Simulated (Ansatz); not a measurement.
C2H6Be, SMILES [CH3][Be][CH3].

Geometry optimised at r2SCAN-D4/def2-TZVP. The isomer is the one that the SMILES or the coordinates give; other isomers of the formula were not compared.

Two levels are set side by side: PBE/def2-TZVPD (Ansatz, a first-principles code) and CAM-B3LYP/def2-TZVPD (Ansatz). Energy differences of separate SCF runs at the same geometry; the states with an electron removed or added have multiplicity 2 and 2. Differences are taken from unrounded values.

```tsv
quantity	CAM-B3LYP
vertical ionisation energy (eV)	10.56
vertical singlet–triplet gap (eV)	6.64
```

### Question
What does PBE give, and how far is it from CAM-B3LYP? (An estimate is asked for; the answer gives what the named calculation found.)

### Answer

```csv
quantity,PBE,PBE minus CAM-B3LYP
vertical ionisation energy (eV),10.10,-0.46
vertical singlet–triplet gap (eV),5.99,-0.65
```
